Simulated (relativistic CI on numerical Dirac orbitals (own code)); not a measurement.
## Radial parameters of Pr XXXVII

Computed by Dirac-Coulomb-Breit CI, KLI orbitals optimised for each configuration, model QED (radiative potential, 1s self-energy scaled to tabulated hydrogen-like ionisation energies), unscaled Slater integrals (own radial code, finite nucleus).

Slater integrals F^k, G^k are unscaled and averaged over j, outside the closed core [Ne]; ζ comes from projecting the Hamiltonian with its Breit term on Σ l·s of the shell.

- 3s²3p⁶3d⁵: F^2(3d,3d) = 448390, F^4(3d,3d) = 289250, ζ(3d) = 76277 cm⁻¹; <r>(3d) = 0.2272, <r^2>(3d) = 0.05998 (bohr units).
- 3s²3p⁵3d⁶: ζ(3p) = 579080, F^2(3d,3d) = 447520, F^4(3d,3d) = 288660, F^2(3p,3d) = 390880, G^1(3p,3d) = 421160, G^3(3p,3d) = 279840, ζ(3d) = 75457 cm⁻¹; <r>(3p) = 0.2538, <r^2>(3p) = 0.07449, <r>(3d) = 0.2276, <r^2>(3d) = 0.06019 (bohr units).
- 3s²3p⁴3d⁷: F^2(3p,3p) = 388920, ζ(3p) = 578580, F^2(3d,3d) = 446630, F^4(3d,3d) = 288060, F^2(3p,3d) = 390460, G^1(3p,3d) = 421140, G^3(3p,3d) = 279700, ζ(3d) = 74644 cm⁻¹; <r>(3p) = 0.2541, <r^2>(3p) = 0.07465, <r>(3d) = 0.228, <r^2>(3d) = 0.0604 (bohr units).

(1) Give the Racah parameters of the d shell in 3s²3p⁶3d⁵.

Averages of the first 10 configurations, taken without configuration mixing, which lowers the lowest level and can move excited configurations by several eV; other configurations of the list can lie among them:

```csv
Configuration,Parity,States,Average energy above the lowest level (eV)
3s²3p⁶3d⁵,even,252,58.5
3s²3p⁵3d⁶,odd,1260,351.4
3s²3p⁴3d⁷,even,1800,650.4
3s3p⁶3d⁶,even,420,584.6
3p⁶3d⁷,even,120,1119.2
3s3p⁵3d⁷,odd,1440,876.3
3s²3p⁶3d⁴4s,even,420,1063.4
3s²3p⁶3d⁴4p,odd,1260,1149.9
3s²3p⁴3d⁶4s,even,6300,1640.5
3s²3p⁵3d⁵4s,odd,3024,1348.8
```

Answers

(1) B = F²/49 − 5F⁴/441 = 5871 cm⁻¹ and C = 35F⁴/441 = 22956 cm⁻¹.
